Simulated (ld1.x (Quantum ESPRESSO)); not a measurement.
## u(r) = r·R(r): atom against pseudo-atom (Cl)

Columns: radius, all-electron u(r) and pseudo u(r) of the 3p shell (level -8.46 eV) of chlorine in the configuration [Ne] 3s2 3p5; BLYP, scalar-relativistic, ultrasoft scheme, ld1.x (Quantum ESPRESSO) 7.5.

```
r (bohr)  all-electron   pseudo
   0.060        0.0973  -0.0027
   0.120        0.2388  -0.0110
   0.180        0.3321  -0.0248
   0.240        0.3623  -0.0443
   0.300        0.3386  -0.0695
   0.360        0.2758  -0.1005
   0.420        0.1881  -0.1371
   0.480        0.0869  -0.1791
   0.540       -0.0196  -0.2260
   0.600       -0.1253  -0.2770
   0.660       -0.2262  -0.3313
   0.720       -0.3197  -0.3875
   0.780       -0.4044  -0.4444
   0.840       -0.4795  -0.5005
   0.900       -0.5450  -0.5542
   0.960       -0.6010  -0.6041
   1.020       -0.6481  -0.6486
   1.080       -0.6866  -0.6866
   1.140       -0.7171  -0.7171
   1.200       -0.7403  -0.7403
   1.260       -0.7568  -0.7568
   1.320       -0.7675  -0.7675
   1.380       -0.7729  -0.7729
   1.440       -0.7738  -0.7738
   1.500       -0.7708  -0.7708
   1.560       -0.7645  -0.7645
```

**Question.** How many radial nodes do the two functions have?

**Answer.** The all-electron 3p function has n − l − 1 = 1; the pseudo-wave has 0, since the states of the same l below it are removed with the core.

**Question.** At about which radius was the pseudo-wave matched?

**Answer.** 1.10 bohr. The columns agree to 0.0005 from 1.02 bohr on; several derivatives are matched, so the curves merge somewhat inside the radius.

**Question.** Is the pseudo-wave norm-conserving?

**Answer.** No, it belongs to an ultrasoft set: the norm inside the radius is not constrained, and the difference is carried by the augmentation charge.
